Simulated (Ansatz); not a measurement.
A run on `FC(F)COC(F)(F)C(F)(F)F` with other settings.

```yaml
crystal:
  periodic: [false, false, false]
  atoms:
    - {symbol: F, position_ang: [-3.483005, 0.260092, -0.070416]}
    - {symbol: C, position_ang: [-2.247756, 0.480593, -0.579407]}
    - {symbol: F, position_ang: [-2.208906, -0.046496, -1.821680]}
    - {symbol: C, position_ang: [-1.246195, -0.205861, 0.314250]}
    - {symbol: O, position_ang: [0.041665, 0.176616, -0.153554]}
    - {symbol: C, position_ang: [1.086381, -0.387691, 0.466473]}
    - {symbol: F, position_ang: [1.084853, -1.730230, 0.353246]}
    - {symbol: F, position_ang: [1.101312, -0.117539, 1.788249]}
    - {symbol: C, position_ang: [2.389709, 0.160592, -0.163496]}
    - {symbol: F, position_ang: [2.447336, 1.478186, -0.020255]}
    - {symbol: F, position_ang: [3.439021, -0.381917, 0.439657]}
    - {symbol: F, position_ang: [2.435644, -0.135752, -1.454188]}
    - {symbol: H, position_ang: [-2.081894, 1.559453, -0.658273]}
    - {symbol: H, position_ang: [-1.395495, 0.126542, 1.343833]}
    - {symbol: H, position_ang: [-1.384370, -1.287387, 0.244860]}
basis:
  gaussian: {orbitals: "6-31G*"}
hamiltonian: {xc: {name: B2GP-PLYP}}
scf: {lower_state_search: light}
output: {forces: true}
```

```sh
$ ansatz run in.yaml --threads 4 --pin off --events-out ev --progress --plain --max-ram 46080MiB --backend cpu
```

Shortened log:

```
Functional definition: B2GP-PLYP
1681 factors; integrals over basis functions are off by at most 1.2e-3 eV
mean field evaluation 1: about -25207.6409 eV, gradient 6.2e1 eV
mean field evaluation 2: about -25207.6526 eV, gradient 6.2e1 eV
mean field evaluation 4: about -25214.0700 eV, gradient 3.6e0 eV
mean field evaluation 8: about -25214.1016 eV, gradient 9.5e-2 eV
mean field evaluation 16: about -25214.1016 eV, gradient 4.0e-5 eV
mean field -25214.10163412 eV, -926.6011443220 hartree, gradient 3.6e-6 eV, S^2 0.000000; 0 other end points of the search recorded, 0 dependent functions left out
12 core orbitals not correlated: weight in the atoms' cores, before any rotation towards them, 1.000 or more for the frozen orbitals, at most 0.000 for the correlated occupied ones
reference -25214.10171586 eV, -926.6011473259 hartree; 37, 37 occupied and 137, 137 virtual orbitals, 1681 factors
second order -58.35100508 eV of doubles, -0.00000000 eV of singles
Total energy: -25235.10807769 eV, -927.3731168845 hartree
Atom 0 at    -3.483005     0.260092    -0.070416 Å, force    -0.309577    -0.092661     0.222302 eV/Å
Atom 1 at    -2.247756     0.480593    -0.579407 Å, force     0.218933     0.416111     0.004143 eV/Å
Atom 2 at    -2.208906    -0.046496    -1.821680 Å, force     0.104012    -0.169768    -0.301399 eV/Å
Atom 3 at    -1.246195    -0.205861     0.314250 Å, force    -0.287066    -0.128872     0.209746 eV/Å
Atom 4 at     0.041665     0.176616    -0.153554 Å, force    -0.094677     0.259449    -0.332858 eV/Å
Atom 5 at     1.086381    -0.387691     0.466473 Å, force     0.623143     0.245936    -0.279299 eV/Å
Atom 6 at     1.084853    -1.730230     0.353246 Å, force    -0.002436    -0.396861    -0.065221 eV/Å
Atom 7 at     1.101312    -0.117539     1.788249 Å, force    -0.005158     0.108541     0.372522 eV/Å
Atom 8 at     2.389709     0.160592    -0.163496 Å, force    -0.578807    -0.244692     0.293893 eV/Å
Atom 9 at     2.447336     1.478186    -0.020255 Å, force    -0.025258     0.445438     0.071701 eV/Å
Atom 10 at     3.439021    -0.381917     0.439657 Å, force     0.338979    -0.216977     0.241431 eV/Å
Atom 11 at     2.435644    -0.135752    -1.454188 Å, force    -0.027656    -0.124851    -0.443991 eV/Å
Atom 12 at    -2.081894     1.559453    -0.658273 Å, force     0.010020    -0.134011     0.047379 eV/Å
Atom 13 at    -1.395495     0.126542     1.343833 Å, force     0.027771    -0.042149    -0.046765 eV/Å
Atom 14 at    -1.384370    -1.287387     0.244860 Å, force     0.007774     0.075366     0.006416 eV/Å
Dipole moment:    -0.169316     0.106221     0.224550 e Å
```

Run time 16 s (4 threads of an AMD EPYC 7R13 on a shared host); peak host memory 1.1 GiB.
